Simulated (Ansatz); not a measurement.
All values below come from B3LYP-D3(BJ)/def2-TZVP run with Ansatz (a program for electronic structure). No frequencies were computed at this level.

Ansatz 0.2 input:
```yaml
crystal:
  periodic: [false, false, false]
  atoms:
    - { symbol: N, position_ang: [1.609923, -0.150351, -0.040128] }
    - { symbol: Al, position_ang: [-0.063357, 0.430443, 0.000833] }
    - { symbol: N, position_ang: [-1.499826, -0.605762, 0.040602] }
    - { symbol: I, position_ang: [-0.426655, 2.91997, 0.00088] }
    - { symbol: H, position_ang: [1.896047, -1.119523, -0.038014] }
    - { symbol: H, position_ang: [2.438684, 0.430606, -0.066698] }
    - { symbol: H, position_ang: [-1.493416, -1.616225, 0.042175] }
    - { symbol: H, position_ang: [-2.461401, -0.289157, 0.060349] }
basis:
  gaussian: { orbitals: def2-tzvp }
hamiltonian:
  xc: b3lyp
  dispersion: d3bj
relax:
  max_steps: 150
```

Output:

```
Functional definition: B3LYP
1156 factors; their error is unknown
mean field evaluation 1: about -17735.4659 eV, gradient 9.4e1 eV
mean field evaluation 2: about -17702.5975 eV, gradient 1.4e2 eV
mean field evaluation 4: about -17751.6562 eV, gradient 5.2e0 eV
mean field evaluation 8: about -17751.9402 eV, gradient 6.3e-1 eV
mean field evaluation 16: about -17751.9405 eV, gradient 6.3e-5 eV
mean field -17751.94048597 eV, -652.3717801618 hartree, gradient 6.3e-5 eV, S^2 0.000000; 0 other end points of the search recorded, 0 dependent functions left out
reference -17751.94073512 eV, -652.3717893180 hartree; 28, 28 occupied and 145, 145 virtual orbitals, 1156 factors
relax step   1: F+E_penalty+E_count = -17752.24919758 eV  Δ(F+E_penalty+E_count) = +0.000e0 eV  max|allowed force component| = 3.053e-1 eV/Å  Δτ_max = 0.0000 Å  (28 SCF iters, accepted)
these checks for a lower state are left out or cut short: starts, cluster_reference, orbital_swaps, neighbouring_geometries, increment
1156 factors; their error is unknown
mean field -17751.95229823 eV, -652.3722142544 hartree, gradient 5.7e-6 eV, S^2 0.000000; 0 other end points of the search recorded, 0 dependent functions left out
reference -17751.95254676 eV, -652.3722233876 hartree; 28, 28 occupied and 145, 145 virtual orbitals, 1156 factors
relax step   2: F+E_penalty+E_count = -17752.26428835 eV  Δ(F+E_penalty+E_count) = -1.509e-2 eV  max|allowed force component| = 1.266e-1 eV/Å  Δτ_max = 0.0290 Å  (32 SCF iters, accepted)
these checks for a lower state are left out or cut short: starts, cluster_reference, orbital_swaps, neighbouring_geometries, increment
1156 factors; their error is unknown
mean field -17751.95602311 eV, -652.3723511412 hartree, gradient 5.7e-6 eV, S^2 0.000000; 0 other end points of the search recorded, 0 dependent functions left out
reference -17751.95627199 eV, -652.3723602876 hartree; 28, 28 occupied and 145, 145 virtual orbitals, 1156 factors
relax step   3: F+E_penalty+E_count = -17752.26777987 eV  Δ(F+E_penalty+E_count) = -3.492e-3 eV  max|allowed force component| = 6.080e-2 eV/Å  Δτ_max = 0.0202 Å  (33 SCF iters, accepted)
these checks for a lower state are left out or cut short: starts, cluster_reference, orbital_swaps, neighbouring_geometries, increment
1156 factors; their error is unknown
mean field evaluation 32: about -17751.7304 eV, gradient 7.8e-4 eV
mean field -17751.95599661 eV, -652.3723501674 hartree, gradient 5.8e-6 eV, S^2 0.000000; 0 other end points of the search recorded, 0 dependent functions left out
reference -17751.95624559 eV, -652.3723593174 hartree; 28, 28 occupied and 145, 145 virtual orbitals, 1156 factors
relax step   4: F+E_penalty+E_count = -17752.26744857 eV  Δ(F+E_penalty+E_count) = +3.313e-4 eV  max|allowed force component| = 1.483e-1 eV/Å  Δτ_max = 0.0047 Å  (33 SCF iters, rejected (line search))
these checks for a lower state are left out or cut short: starts, cluster_reference, orbital_swaps, neighbouring_geometries, increment
1156 factors; their error is unknown
mean field -17751.95628194 eV, -652.3723606532 hartree, gradient 5.7e-6 eV, S^2 0.000000; 0 other end points of the search recorded, 0 dependent functions left out
reference -17751.95653087 eV, -652.3723698013 hartree; 28, 28 occupied and 145, 145 virtual orbitals, 1156 factors
relax step   5: F+E_penalty+E_count = -17752.26803005 eV  Δ(F+E_penalty+E_count) = -2.502e-4 eV  max|allowed force component| = 2.006e-2 eV/Å  Δτ_max = 0.0023 Å  (34 SCF iters, accepted)
these checks for a lower state are left out or cut short: starts, cluster_reference, orbital_swaps, neighbouring_geometries, increment
1156 factors; their error is unknown
mean field -17751.95625462 eV, -652.3723596493 hartree, gradient 5.7e-6 eV, S^2 0.000000; 0 other end points of the search recorded, 0 dependent functions left out
reference -17751.95650365 eV, -652.3723688010 hartree; 28, 28 occupied and 145, 145 virtual orbitals, 1156 factors
relax step   6: F+E_penalty+E_count = -17752.26822900 eV  Δ(F+E_penalty+E_count) = -1.989e-4 eV  max|allowed force component| = 1.751e-2 eV/Å  Δτ_max = 0.0067 Å  (33 SCF iters, accepted)
these checks for a lower state are left out or cut short: starts, cluster_reference, orbital_swaps, neighbouring_geometries, increment
1156 factors; their error is unknown
mean field -17751.95622354 eV, -652.3723585070 hartree, gradient 5.7e-6 eV, S^2 0.000000; 0 other end points of the search recorded, 0 dependent functions left out
reference -17751.95647266 eV, -652.3723676619 hartree; 28, 28 occupied and 145, 145 virtual orbitals, 1156 factors
relax step   7: F+E_penalty+E_count = -17752.26830254 eV  Δ(F+E_penalty+E_count) = -7.354e-5 eV  max|allowed force component| = 3.313e-3 eV/Å  Δτ_max = 0.0083 Å  (34 SCF iters, accepted)
1156 factors; their error is unknown
mean field evaluation 64: about -17751.9562 eV, gradient 5.8e-6 eV
mean field -17751.95622354 eV, -652.3723585070 hartree, gradient 5.7e-6 eV, S^2 0.000000; 1 other end points of the search recorded, 0 dependent functions left out
reference -17751.95647266 eV, -652.3723676619 hartree; 28, 28 occupied and 145, 145 virtual orbitals, 1156 factors
Total energy: -17752.26855166 eV, -652.3838363536 hartree
Atom 0 at     1.589542    -0.159889    -0.038818 Å, force     0.002458     0.003115    -0.000025 eV/Å
Atom 1 at    -0.065139     0.444221    -0.000122 Å, force     0.000235    -0.001329     0.000009 eV/Å
Atom 2 at    -1.476763    -0.609440     0.038979 Å, force    -0.003313     0.002287     0.000079 eV/Å
Atom 3 at    -0.425718     2.903963    -0.000704 Å, force    -0.000011    -0.000158    -0.000039 eV/Å
Atom 4 at     1.862489    -1.129642    -0.041677 Å, force     0.000160    -0.001518    -0.000056 eV/Å
Atom 5 at     2.400225     0.437473    -0.061294 Å, force    -0.001669    -0.000707     0.000074 eV/Å
Atom 6 at    -1.459816    -1.616727     0.042529 Å, force     0.000302    -0.001553    -0.000036 eV/Å
Atom 7 at    -2.424821    -0.269957     0.061106 Å, force     0.001838    -0.000138    -0.000004 eV/Å
Dipole moment:     0.076068    -0.518934     0.000150 e Å
```

Cost: very roughly 90 core-seconds.
